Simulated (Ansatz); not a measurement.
Steps of a relaxation of C₃H₉GaSSiSn, SMILES `C#C[S][SnH]([GaH2])[CH2][SiH3]` with RKS PBE0-D4/def2-TZVP.

```sh
$ ansatz run in.yaml --threads 2 --pin off --events-out ev --progress --plain --max-ram 22528MiB --backend cuda --devices 0, --max-vram 18GiB
```

```yaml
crystal:
  periodic: [false, false, false]
  atoms:
    - {symbol: C, position_ang: [-3.027000, 1.838270, 2.146560]}
    - {symbol: C, position_ang: [-1.919980, 2.204790, 1.856290]}
    - {symbol: S, position_ang: [-0.370300, 2.767060, 1.540050]}
    - {symbol: Sn, position_ang: [0.167900, 1.087050, -0.199010]}
    - {symbol: Ga, position_ang: [2.159810, 0.755470, -1.949430]}
    - {symbol: C, position_ang: [0.051460, -0.931240, 0.761510]}
    - {symbol: Si, position_ang: [0.598510, -2.220720, -0.500130]}
    - {symbol: H, position_ang: [-4.003370, 1.536780, 2.382340]}
    - {symbol: H, position_ang: [-1.318740, 1.082180, -1.105910]}
    - {symbol: H, position_ang: [1.949710, 1.160880, -3.469870]}
    - {symbol: H, position_ang: [3.622080, 0.293460, -1.527250]}
    - {symbol: H, position_ang: [-0.960310, -1.103810, 1.119860]}
    - {symbol: H, position_ang: [0.707700, -0.928780, 1.630830]}
    - {symbol: H, position_ang: [1.638450, -3.092410, 0.037960]}
    - {symbol: H, position_ang: [1.239770, -1.488920, -1.685980]}
    - {symbol: H, position_ang: [-0.535660, -2.960060, -1.037810]}
basis:
  gaussian: {orbitals: def2-TZVP}
hamiltonian: {xc: pbe0, dispersion: d4}
relax: {f_tol: 0.005, max_steps: 150}
```

Positions (Å) and forces (eV/Å) along the path, 10 of 29 steps:

```xyz
16
step=1 energy=-80162.6808 eV
C    -3.027    1.838    2.147    0.119    0.033   -0.080
C    -1.920    2.205    1.856    0.647    0.167   -0.107
S    -0.370    2.767    1.540    0.149   -0.147   -0.188
Sn    0.168    1.087   -0.199   -0.683   -0.941    0.047
Ga    2.160    0.755   -1.949    0.373    0.159    0.045
C     0.051   -0.931    0.762    0.348    0.327   -0.467
Si    0.599   -2.221   -0.500   -0.044    1.267    0.426
H    -4.003    1.537    2.382   -0.587   -0.193    0.148
H    -1.319    1.082   -1.106    0.205    0.112    0.098
H     1.950    1.161   -3.470   -0.165   -0.137    0.234
H     3.622    0.293   -1.527   -0.316    0.001    0.075
H    -0.960   -1.104    1.120   -0.175    0.065   -0.071
H     0.708   -0.929    1.631    0.140   -0.002    0.018
H     1.638   -3.092    0.038    0.322   -0.374    0.046
H     1.240   -1.489   -1.686   -0.020   -0.013    0.045
H    -0.536   -2.960   -1.038   -0.315   -0.325   -0.270
16
step=3 energy=-80162.8822 eV
C    -2.944    1.852    2.128    0.081    0.016   -0.077
C    -1.830    2.195    1.810   -0.037    0.082    0.185
S    -0.279    2.718    1.443   -0.001   -0.111   -0.114
Sn    0.032    0.984   -0.264   -0.101    0.163    0.042
Ga    2.120    0.764   -1.817    0.069   -0.085   -0.196
C     0.043   -0.917    0.746   -0.039   -0.212   -0.012
Si    0.623   -2.168   -0.512   -0.010    0.169    0.148
H    -3.934    1.566    2.389   -0.020   -0.019    0.009
H    -1.429    1.071   -1.156   -0.028    0.014    0.006
H     1.839    1.093   -3.333    0.076   -0.049    0.045
H     3.532    0.273   -1.335   -0.069    0.070    0.061
H    -0.957   -1.140    1.127    0.094   -0.012    0.000
H     0.738   -0.844    1.586   -0.039   -0.010   -0.051
H     1.679   -3.085   -0.018    0.030   -0.037   -0.009
H     1.260   -1.424   -1.684    0.023    0.038    0.013
H    -0.493   -2.940   -1.107   -0.028   -0.017   -0.051
16
step=4 energy=-80162.9082 eV
C    -2.954    1.894    2.169    0.028    0.003   -0.060
C    -1.841    2.218    1.831   -0.004    0.045    0.119
S    -0.288    2.709    1.425   -0.009   -0.020   -0.009
Sn    0.006    0.983   -0.278   -0.219    0.053   -0.039
Ga    2.098    0.718   -1.821    0.078   -0.050   -0.099
C     0.031   -0.930    0.727    0.015   -0.163    0.042
Si    0.653   -2.156   -0.528   -0.072    0.033    0.153
H    -3.945    1.623    2.447    0.034    0.002    0.001
H    -1.464    1.067   -1.160   -0.005    0.015    0.023
H     1.866    1.026   -3.344    0.038   -0.059   -0.002
H     3.498    0.269   -1.275   -0.028    0.045    0.057
H    -0.957   -1.195    1.114    0.122    0.058   -0.034
H     0.729   -0.831    1.564   -0.061   -0.042   -0.044
H     1.712   -3.076   -0.037   -0.007    0.009   -0.027
H     1.302   -1.388   -1.676    0.049    0.047   -0.047
H    -0.448   -2.929   -1.159    0.040    0.024   -0.034
16
step=8 energy=-80162.9970 eV
C    -2.841    1.992    2.345   -0.079   -0.023    0.015
C    -1.749    2.255    1.908    0.172    0.047   -0.040
S    -0.225    2.642    1.322   -0.048   -0.054   -0.068
Sn   -0.236    0.951   -0.456    0.083   -0.064    0.009
Ga    1.995    0.611   -1.824    0.081    0.062    0.057
C    -0.057   -0.958    0.595    0.023    0.089   -0.050
Si    0.748   -2.145   -0.567    0.044    0.037   -0.090
H    -3.811    1.771    2.718   -0.051   -0.010    0.040
H    -1.804    1.068   -1.134    0.025    0.014    0.024
H     2.056    0.605   -3.393   -0.003   -0.032    0.088
H     3.280    0.596   -0.902   -0.110   -0.006   -0.117
H    -1.031   -1.302    0.936   -0.101   -0.079    0.051
H     0.572   -0.763    1.468   -0.006    0.007   -0.037
H     1.710   -3.109    0.021   -0.009   -0.014    0.002
H     1.612   -1.369   -1.585   -0.030    0.008    0.088
H    -0.219   -2.846   -1.451    0.010    0.017    0.028
16
step=9 energy=-80163.0039 eV
C    -2.811    2.009    2.378    0.099    0.022   -0.060
C    -1.730    2.270    1.904   -0.047   -0.006    0.037
S    -0.225    2.652    1.264   -0.096   -0.090   -0.005
Sn   -0.265    0.924   -0.478    0.018    0.037    0.059
Ga    1.983    0.646   -1.813    0.138   -0.112   -0.020
C    -0.097   -0.982    0.576    0.004    0.079    0.008
Si    0.767   -2.145   -0.571    0.101    0.030   -0.146
H    -3.770    1.790    2.785    0.042    0.011    0.003
H    -1.836    1.069   -1.137    0.026   -0.008   -0.016
H     2.056    0.535   -3.380   -0.015    0.048    0.102
H     3.276    0.651   -0.902   -0.129    0.066   -0.101
H    -1.072   -1.351    0.894   -0.007   -0.021    0.006
H     0.508   -0.775    1.463   -0.023   -0.005   -0.035
H     1.693   -3.133    0.044   -0.045    0.028   -0.024
H     1.690   -1.337   -1.519   -0.126   -0.119    0.153
H    -0.169   -2.822   -1.510    0.060    0.041    0.040
16
step=13 energy=-80163.0348 eV
C    -2.714    1.980    2.471   -0.026   -0.005    0.017
C    -1.665    2.233    1.933    0.002   -0.007   -0.014
S    -0.200    2.613    1.212    0.038    0.020    0.002
Sn   -0.293    0.903   -0.533   -0.019   -0.026   -0.055
Ga    1.960    0.632   -1.866    0.073   -0.028    0.001
C    -0.220   -0.995    0.532   -0.004   -0.082    0.052
Si    0.806   -2.122   -0.520    0.033   -0.023   -0.138
H    -3.643    1.771    2.946    0.002   -0.005    0.002
H    -1.833    1.096   -1.249   -0.009    0.007    0.012
H     1.961    0.263   -3.395   -0.010    0.008    0.093
H     3.273    0.989   -1.078   -0.040   -0.003   -0.053
H    -1.218   -1.398    0.726    0.082    0.044   -0.016
H     0.268   -0.787    1.491   -0.040   -0.018   -0.077
H     1.487   -3.264    0.164   -0.070    0.111   -0.085
H     1.975   -1.305   -1.114   -0.135   -0.063    0.066
H     0.055   -2.609   -1.721    0.123    0.072    0.194
16
step=17 energy=-80163.0461 eV
C    -2.644    1.914    2.508    0.015    0.000   -0.007
C    -1.617    2.195    1.941    0.005    0.009   -0.003
S    -0.180    2.614    1.182   -0.017   -0.010    0.019
Sn   -0.311    0.915   -0.575   -0.006   -0.028   -0.013
Ga    1.959    0.579   -1.871   -0.007    0.021   -0.027
C    -0.293   -0.981    0.502    0.003    0.016    0.000
Si    0.818   -2.071   -0.492   -0.010    0.051    0.025
H    -3.553    1.678    3.009    0.010   -0.001   -0.003
H    -1.847    1.153   -1.287    0.003    0.001   -0.001
H     1.930    0.041   -3.345    0.003    0.003    0.032
H     3.267    1.087   -1.176    0.009   -0.011   -0.002
H    -1.297   -1.390    0.622   -0.002   -0.007    0.002
H     0.121   -0.766    1.490   -0.008   -0.005    0.001
H     1.431   -3.244    0.179    0.009   -0.032    0.020
H     2.031   -1.237   -0.921    0.007    0.015   -0.013
H     0.185   -2.486   -1.766   -0.012   -0.021   -0.033
16
step=18 energy=-80163.0468 eV
C    -2.634    1.905    2.513    0.008   -0.003   -0.003
C    -1.609    2.189    1.942    0.010    0.011   -0.005
S    -0.176    2.609    1.178   -0.015   -0.006    0.014
Sn   -0.313    0.914   -0.583   -0.014   -0.011    0.001
Ga    1.960    0.584   -1.875   -0.005    0.006   -0.011
C    -0.305   -0.980    0.499    0.015    0.016   -0.003
Si    0.817   -2.066   -0.486   -0.008    0.010    0.015
H    -3.540    1.668    3.016    0.006   -0.001   -0.001
H    -1.847    1.156   -1.297    0.002    0.004   -0.003
H     1.934    0.036   -3.344    0.000    0.001    0.018
H     3.271    1.091   -1.184   -0.001   -0.004    0.001
H    -1.309   -1.391    0.610    0.001    0.000   -0.006
H     0.100   -0.763    1.491   -0.008   -0.003   -0.005
H     1.427   -3.238    0.193    0.011   -0.012    0.011
H     2.030   -1.227   -0.910    0.002    0.000   -0.005
H     0.194   -2.488   -1.764   -0.004   -0.009   -0.017
16
step=23 energy=-80163.0488 eV
C    -2.531    1.828    2.571    0.013   -0.003   -0.006
C    -1.541    2.147    1.959   -0.015    0.003    0.005
S    -0.153    2.609    1.138   -0.015   -0.011    0.005
Sn   -0.340    0.940   -0.646    0.000   -0.002   -0.014
Ga    1.955    0.584   -1.890    0.009   -0.010    0.014
C    -0.398   -0.954    0.429    0.005   -0.032    0.035
Si    0.819   -2.042   -0.439   -0.027   -0.011    0.001
H    -3.407    1.558    3.112    0.014    0.006   -0.007
H    -1.856    1.236   -1.379   -0.003    0.006    0.005
H     1.962   -0.032   -3.331   -0.004    0.007    0.002
H     3.248    1.128   -1.193    0.002    0.005   -0.008
H    -1.404   -1.379    0.445    0.035    0.016   -0.005
H    -0.096   -0.732    1.457   -0.013   -0.007   -0.042
H     1.436   -3.150    0.339   -0.014    0.022   -0.015
H     2.022   -1.183   -0.847    0.002    0.000    0.000
H     0.283   -2.560   -1.725    0.012    0.011    0.031
16
step=29 energy=-80163.0492 eV
C    -2.517    1.811    2.576    0.002   -0.004    0.000
C    -1.533    2.138    1.960   -0.001    0.004   -0.001
S    -0.151    2.607    1.134    0.000   -0.002    0.001
Sn   -0.340    0.945   -0.656    0.000    0.001   -0.001
Ga    1.958    0.581   -1.890    0.001   -0.001    0.000
C    -0.410   -0.949    0.420    0.001    0.000   -0.001
Si    0.817   -2.037   -0.429    0.000    0.001    0.000
H    -3.388    1.535    3.121   -0.001    0.001    0.000
H    -1.855    1.253   -1.387    0.000    0.001    0.000
H     1.960   -0.039   -3.329   -0.001   -0.001    0.001
H     3.253    1.132   -1.204    0.000    0.001   -0.001
H    -1.415   -1.374    0.420   -0.001    0.000    0.000
H    -0.125   -0.724    1.450    0.000    0.001    0.001
H     1.434   -3.132    0.363    0.000   -0.001    0.000
H     2.020   -1.177   -0.840    0.000    0.000    0.001
H     0.292   -2.570   -1.711    0.000    0.000   -0.001
```

Hardware: 2 threads of an AMD EPYC 7R13 on a shared host and a share of an NVIDIA H100 80 GB. Wall time 62 s, peak host memory 1.1 GiB.
